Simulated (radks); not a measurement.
Results of a calculation; reference values are marked as such.
Re XIX, configuration [Kr] 4d10 4f11.

Level of theory: non-relativistic Kohn-Sham, LB94 model potential, spin-polarised, spherical densities, point nucleus; open shells are filled with parallel spins first (spin-orbit coupling, left out, can overturn this in heavy ions); relativity is left out, which matters for an element this heavy (a radial shooting solver on a logarithmic mesh with Libxc functionals).

Energy parts (eV):
| part | energy |
|---|---|
| kinetic | 426951.78 |
| electron-nucleus | -991170.42 |
| Hartree | 145956.57 |
(The LB94 potential has no energy functional, so no total or exchange-correlation energy is given.)

Orbitals (lengths in bohr, moments of r in powers of bohr):
[
 {"orbital": "1s down", "occ.": "1", "eigenvalue (eV)": "-66200.49", "<r^4>": "7.454e-07"},
 {"orbital": "1s up", "occ.": "1", "eigenvalue (eV)": "-66200.49", "<r^4>": "7.454e-07"},
 {"orbital": "2s down", "occ.": "1", "eigenvalue (eV)": "-11301.25", "<r^4>": "0.0001211"},
 {"orbital": "2s up", "occ.": "1", "eigenvalue (eV)": "-11301.15", "<r^4>": "0.0001211"},
 {"orbital": "2p down", "occ.": "3", "eigenvalue (eV)": "-10865.05", "<r^4>": "0.00007600"},
 {"orbital": "2p up", "occ.": "3", "eigenvalue (eV)": "-10864.98", "<r^4>": "0.00007599"},
 {"orbital": "3s up", "occ.": "1", "eigenvalue (eV)": "-2940.324", "<r^4>": "0.004173"},
 {"orbital": "3s down", "occ.": "1", "eigenvalue (eV)": "-2939.888", "<r^4>": "0.004165"},
 {"orbital": "3p up", "occ.": "3", "eigenvalue (eV)": "-2735.576", "<r^4>": "0.003712"},
 {"orbital": "3p down", "occ.": "3", "eigenvalue (eV)": "-2735.234", "<r^4>": "0.003704"},
 {"orbital": "3d up", "occ.": "5", "eigenvalue (eV)": "-2352.564", "<r^4>": "0.002507"},
 {"orbital": "3d down", "occ.": "5", "eigenvalue (eV)": "-2352.439", "<r^4>": "0.002501"},
 {"orbital": "4s up", "occ.": "1", "eigenvalue (eV)": "-930.8043", "<r^4>": "0.09181"},
 {"orbital": "4s down", "occ.": "1", "eigenvalue (eV)": "-927.6230", "<r^4>": "0.09212"},
 {"orbital": "4p up", "occ.": "3", "eigenvalue (eV)": "-844.0813", "<r^4>": "0.09872"},
 {"orbital": "4p down", "occ.": "3", "eigenvalue (eV)": "-840.9271", "<r^4>": "0.09911"},
 {"orbital": "4d up", "occ.": "5", "eigenvalue (eV)": "-685.3784", "<r^4>": "0.1146"},
 {"orbital": "4d down", "occ.": "5", "eigenvalue (eV)": "-682.2866", "<r^4>": "0.1153"},
 {"orbital": "4f up", "occ.": "7", "eigenvalue (eV)": "-475.2340", "<r^4>": "0.1537"},
 {"orbital": "4f down", "occ.": "4", "eigenvalue (eV)": "-472.4012", "<r^4>": "0.1553"},
 {"orbital": "5s up", "occ.": "0", "eigenvalue (eV)": "-431.2519", "<r^4>": "1.284"},
 {"orbital": "5s down", "occ.": "0", "eigenvalue (eV)": "-429.8257", "<r^4>": "1.292"},
 {"orbital": "5p up", "occ.": "0", "eigenvalue (eV)": "-397.2581", "<r^4>": "1.492"},
 {"orbital": "5p down", "occ.": "0", "eigenvalue (eV)": "-395.8933", "<r^4>": "1.502"}
]

The highest occupied level is 4f down at -472.40 eV. The electron density at the nucleus is 3.021e+05 e/bohr^3.
